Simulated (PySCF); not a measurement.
sulfuric acid (H₂O₄S), SMILES S(O)(=O)(O)=O. The structure is a stationary point at B3LYP-D3(BJ)/def2-SVP. The values are those of a single conformer.

Question: Give the equilibrium geometry at B3LYP-D3(BJ)/def2-SVP (PySCF confirms it by a frequency run) as bond lengths and angles, and its point group. (The exact figures need the calculation; the answer reports its results.)

Answer: Several could match; the one computed here: point group C2.
Atoms: O1 S2 O3 O4 O5 H6 H7. Bonds (Å): O1–S2 1.624, O1–H6 0.973, S2–O3 1.445, S2–O4 1.445, S2–O5 1.624, O5–H7 0.973. Bond angles (°): S2–O1–H6 108.2, O1–S2–O3 108.5, O1–S2–O4 105.6, O1–S2–O5 101.3, O3–S2–O4 124.9, O3–S2–O5 105.6, O4–S2–O5 108.5, S2–O5–H7 108.2.
